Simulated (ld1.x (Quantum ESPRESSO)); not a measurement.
# An all-electron radial function and its pseudo partner (Ag (Z = 47))

Columns: radius, all-electron u(r) and pseudo u(r) of the 4s shell (level -103.24 eV) of silver in the configuration [Ar] 3d10 4s2 4p6 4d10 5s0 5p0; Wu–Cohen, scalar-relativistic, TM scheme, ld1.x (Quantum ESPRESSO) 7.5.

```json
{"r (bohr)": "0.128", "all-electron": "-0.2651", "pseudo": "-0.1862"}
{"r (bohr)": "0.256", "all-electron": "0.6591", "pseudo": "-0.3788"}
{"r (bohr)": "0.384", "all-electron": "0.3261", "pseudo": "-0.5824"}
{"r (bohr)": "0.512", "all-electron": "-0.4371", "pseudo": "-0.7934"}
{"r (bohr)": "0.640", "all-electron": "-0.9829", "pseudo": "-0.9884"}
{"r (bohr)": "0.768", "all-electron": "-1.2072", "pseudo": "-1.1214"}
{"r (bohr)": "0.896", "all-electron": "-1.1984", "pseudo": "-1.1449"}
{"r (bohr)": "1.024", "all-electron": "-1.0664", "pseudo": "-1.0521"}
{"r (bohr)": "1.152", "all-electron": "-0.8896", "pseudo": "-0.8885"}
{"r (bohr)": "1.280", "all-electron": "-0.7125", "pseudo": "-0.7125"}
{"r (bohr)": "1.408", "all-electron": "-0.5553", "pseudo": "-0.5553"}
{"r (bohr)": "1.536", "all-electron": "-0.4247", "pseudo": "-0.4247"}
{"r (bohr)": "1.664", "all-electron": "-0.3203", "pseudo": "-0.3203"}
{"r (bohr)": "1.792", "all-electron": "-0.2392", "pseudo": "-0.2392"}
{"r (bohr)": "1.920", "all-electron": "-0.1772", "pseudo": "-0.1772"}
{"r (bohr)": "2.048", "all-electron": "-0.1305", "pseudo": "-0.1305"}
{"r (bohr)": "2.176", "all-electron": "-0.0956", "pseudo": "-0.0956"}
{"r (bohr)": "2.304", "all-electron": "-0.0697", "pseudo": "-0.0697"}
{"r (bohr)": "2.432", "all-electron": "-0.0507", "pseudo": "-0.0507"}
{"r (bohr)": "2.560", "all-electron": "-0.0367", "pseudo": "-0.0367"}
{"r (bohr)": "2.688", "all-electron": "-0.0265", "pseudo": "-0.0265"}
{"r (bohr)": "2.816", "all-electron": "-0.0191", "pseudo": "-0.0191"}
{"r (bohr)": "2.944", "all-electron": "-0.0138", "pseudo": "-0.0138"}
{"r (bohr)": "3.072", "all-electron": "-0.0099", "pseudo": "-0.0099"}
{"r (bohr)": "3.200", "all-electron": "-0.0071", "pseudo": "-0.0071"}
{"r (bohr)": "3.328", "all-electron": "-0.0051", "pseudo": "-0.0051"}
```

**Question.** How many radial nodes do the two functions have?

**Answer.** The all-electron 4s function has n − l − 1 = 3 (the table is too coarse to show those close to the nucleus); the pseudo-wave has 0, since the states of the same l below it are removed with the core.

**Question.** At about which radius was the pseudo-wave matched?

**Answer.** 1.30 bohr, where the columns begin to agree (steps of 0.13 bohr).

**Question.** Is the pseudo-wave norm-conserving?

**Answer.** Yes: the TM scheme keeps the norm inside the radius equal to the all-electron one, which fixes the energy derivative of the logarithmic derivative at the level.
